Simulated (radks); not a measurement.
Values are calculated unless marked as measured or tabulated.
Problem. The mean radii <r> (bohr) of the occupied orbitals of an atom or ion are listed with their occupations. Code: a radial shooting solver on a logarithmic mesh with Libxc functionals. Model: non-relativistic Kohn-Sham, exchange-only PBE, spin-polarised, spherical densities, point nucleus.

| orbital | occ. | <r> |
|---|---|---|
| 1s | 2 | 0.02814 |
| 2s | 2 | 0.1210 |
| 2p | 6 | 0.1030 |
| 3s | 2 | 0.3204 |
| 3p | 6 | 0.3107 |
| 3d | 10 | 0.2812 |
| 4s | 2 | 0.7468 |
| 4p | 6 | 0.7778 |
| 4d | 10 | 0.8716 |
| 5s | 2 | 1.946 |
| 5p | 6 | 2.361 |

Name the element and its charge. Open shells, if any, are filled with parallel spins first.

Solution. Z = 54, xenon, charge 0: Xe in [Xe]. The 1s radius gives Z: for a bare nucleus <r> = 1.5/Z, 0.02778 bohr for Z = 54, and screening makes it slightly larger (0.02814 here). The occupations add up to 54, and the charge is Z minus that.
